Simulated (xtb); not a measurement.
SiHBr, SMILES [SiH]Br (connectivity only; charge and spin as stated), neutral, multiplicity 1. All values are semi-empirical tight-binding results from xtb (GFN2-xTB unless named), good for trends rather than for accurate numbers. The structure is a stationary point at GFN2-xTB.

```yaml
point_group_as_xtb_finds_it: Cs
orbital_gap: 2.34 eV
zero_point_energy: 4.6 kcal/mol
G − E(el) at 298.15 K (modified RRHO): -11.6 kcal/mol
static polarisability (D4 model): 54.9 bohr³
solvation energy, GFN2-xTB/ALPB(water): 0.0 kcal/mol
solvation energy, GFN2-xTB/ALPB(dmf): -1.8 kcal/mol
```
